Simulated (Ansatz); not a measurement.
CH3FSi, SMILES `F[C][SiH3]` (lower triplet) (charge 0, multiplicity 3). This triplet lies 0.15 eV below the relaxed singlet at the level frozen-core CCSD(T)/cc-pVTZ // PBE0-D3(BJ)/def2-TZVP (Ansatz, a first-principles code).

The numbers are results of PBE/cc-pVTZ // PBE0-D3(BJ)/def2-TZVP run with Ansatz, not measurements.

Ansatz 0.2 input:
```yaml
crystal:
  periodic: [false, false, false]
  atoms:
    - { symbol: F, position_ang: [2.338485, 0.065287, 0.142698] }
    - { symbol: C, position_ang: [1.227542, -0.186984, -0.494578] }
    - { symbol: Si, position_ang: [-0.537942, -0.000145, 0.005347] }
    - { symbol: H, position_ang: [-0.851296, -0.835832, 1.196827] }
    - { symbol: H, position_ang: [-1.314648, -0.461336, -1.167237] }
    - { symbol: H, position_ang: [-0.862143, 1.41901, 0.316943] }
basis:
  gaussian: { orbitals: cc-pVTZ }
hamiltonian:
  xc: pbe
magnetization:
  spin_polarized: true
  initial_magnetization: 2
```

Output:

```
Functional definition: PBE
765 factors; their error is unknown
mean field evaluation 1: about -11667.9154 eV, gradient 1.9e1 eV
mean field evaluation 2: about -11667.2324 eV, gradient 2.4e1 eV
mean field evaluation 4: about -11669.9210 eV, gradient 2.2e0 eV
mean field evaluation 8: about -11669.9379 eV, gradient 4.3e-2 eV
mean field evaluation 16: about -11669.9023 eV, gradient 2.5e-5 eV
mean field -11669.90234824 eV, -428.8610011538 hartree, gradient 2.5e-5 eV, S^2 2.005214; 0 other end points of the search recorded, 0 dependent functions left out
reference -11669.90238171 eV, -428.8610023839 hartree; 17, 15 occupied and 119, 121 virtual orbitals, 765 factors
Total energy: -11669.90238171 eV, -428.8610023839 hartree
```
